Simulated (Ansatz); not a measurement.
`C/C(O)=C\[SeH]` + `C=CF` → `C=C(F)[SeH]` + `C=C(C)O`  (formal exchange of groups at the Se–C bond)

Isolated molecules relaxed with PBE0-D4/def2-TZVP in Ansatz; ΔE leaves out vibrations. CBS: MP2 limit from def2 TZ/QZ plus the TZ coupled-cluster correction, frozen cores. DFT in def2-TZVPP. B3LYP here is the variant with VWN-RPA as its local correlation; programs differ in this. For Se outer-core shells are correlated without core-valence functions, which leaves a few kJ/mol of doubt a bond. Scalar relativity is left out up to krypton. Each species was taken in one conformer, which may not be the lowest.

Task: Is it downhill or uphill in electronic energy at CCSD(T)/CBS, and by how much? (Estimate.)

Result: Ansatz gave: Downhill: ΔE = -0.04 eV.

Task: What do these levels give: PBE-D4, r2SCAN-D4, B3LYP-D4, PBE, r2SCAN, PBE0, B3LYP, MP2/def2-TZVPP, CCSD(T)/def2-TZVPP, MP2/def2-QZVPP, SCS-MP2/def2-QZVPP, MP2/CBS(def2)? (Best estimate.)

Result: The calculation gave: PBE-D4 -0.08, r2SCAN-D4 -0.11, B3LYP-D4 -0.07, PBE -0.10, r2SCAN -0.11, PBE0 -0.07, B3LYP -0.10, MP2/def2-TZVPP -0.04, CCSD(T)/def2-TZVPP -0.05, MP2/def2-QZVPP -0.04, SCS-MP2/def2-QZVPP -0.04, MP2/CBS(def2) -0.04 eV.

Largest T1 diagnostic among the species: 0.012.
